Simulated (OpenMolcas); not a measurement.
# 3d ions of charge +5 along the row

| Item | Value |
| --- | --- |
| Program | OpenMolcas |
| Method | SS-CASPT2, IPEA 0.25 Eh, imaginary shift 0.1 Eh |
| Basis | ANO-RCC-VTZP |
| Scalar Hamiltonian | DKH2, point nucleus |
| Spin-orbit coupling | RASSI with atomic mean-field integrals over the reference wave functions, term energies averaged over their components |

Active space: the 3d shell; CASPT2 also correlates the outermost closed s and p core shells.

B and C come from two terms' centres of gravity (d2, d8: 3P = 15B, 1G = 12B + 2C; d3, d7: 4P = 15B, 2G = 4B + 3C; d4, d6: 3G = 9B + 4C, 3H = 4B + 4C; d5: 4D = 17B + 5C, 4G = 10B + 5C, above the ground term), where all their levels are at least 80 % pure. ζ = ±2S·A comes from the whole width of the ground multiplet by E(J) = (A/2) J(J+1), where its levels are at least 85 % pure. Energies in cm-1.

| Ion | Configuration | Lowest level | Weight (%) | B | B measured | C | C measured | ζ | ζ measured |
| --- | --- | --- | --- | --- | --- | --- | --- | --- | --- |
| Mn5+ | 3d² | ³F₂ | 100 | 1210 | 1159 | 5277 | 5322 | 489 | 477 |
| Fe5+ | 3d³ | ⁴F_3/2 | 100 | 1257 | 1205 | 5070 | 5007 | 619 | 572 |
| Co5+ | 3d⁴ | ⁵D₀ | 100 | 1207 | 1131 | 6031 | 5809 | 794 | 713 |
| Ni5+ | 3d⁵ | ⁶S_5/2 | 100 | 1246 |  | 6177 |  |  |  |
| Cu5+ | 3d⁶ | ⁵D₄ | 100 | 1459 | 1457 | 6125 | 5971 | 1056 | 1093 |

Measured columns use the levels in Corliss and Sugar, J. Phys. Chem. Ref. Data 6, 1253 (1977) (Mn5+); Corliss and Sugar, J. Phys. Chem. Ref. Data 11, 135 (1982) (Fe5+); Sugar and Corliss, J. Phys. Chem. Ref. Data 10, 1097 (1981) (Co5+); Sugar and Musgrove, J. Phys. Chem. Ref. Data 19, 527 (1990) (Cu5+).

The computed B goes from 1210 (Mn5+) to 1459 cm-1 (Cu5+), a factor of 1.21, though not at every step. It departs from the measured column by 0 to +7 %. The Trees term is left out, which lowers the B read from the levels of every ion, most for d4 to d6. The pair of terms that fixes B changes along the row, so steps between ions also reflect that choice.

The computed ζ goes from 489 (Mn5+) to 1056 cm-1 (Cu5+), a factor of 2.16, rising at every step. It departs from the measured column by -3 to +11 %.

Term energies are means over components that CASPT2 splits; among the low terms the widest spread is 890 cm-1 (3d³ ⁴F, Fe5+). The CASPT2 spread within a term exceeds the gap to the next term for 3d³ ²P and 3d³ ²D(1), 3d³ ²D(1) and 3d³ ²H, so the order of their levels is uncertain, and so are names and mixing where such terms share a J (figures for Fe5+; the like holds for Co5+). Computed and measured levels are paired by configuration, term and J; levels that our copy of the source lacks, or whose pairing is in doubt (as where it misses far off the trend of its configuration), stay unpaired and out of the deviations. Levels of configurations outside the active space are missing.

A number in round brackets counts repeated terms of one configuration in the order of the reference energies.
